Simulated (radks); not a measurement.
Results of a calculation; reference values are marked as such.
The cadmium ion Cd2+, [Kr] 4d10. Code: a radial shooting solver on a logarithmic mesh with Libxc functionals. Model: non-relativistic Kohn-Sham, exchange-only LDA, spin-polarised, spherical densities, point nucleus. Every spin shell is full or empty, so the densities are truly spherical. Functionals are evaluated on that one density, not self-consistently. Rank these exchange functionals by their error against the exact value of the orbitals, and give that value: LDA, PBEsol, RPBE, OPTX, AM05, G96, EV93, APBE, TPSS, SCAN, r2SCAN, Tao-Mo.

Answer. Exact: -148.329 hartree. From best to worst, with 100 (|E| - |E exact|)/|E exact| (equal figures are ties): r2SCAN -0.09, SCAN +0.18, RPBE -0.23, EV93 -0.26, TPSS -0.27, APBE +0.31, G96 +0.35, Tao-Mo -0.80, OPTX +1.20, PBEsol -2.30, AM05 -4.58, LDA -4.94.
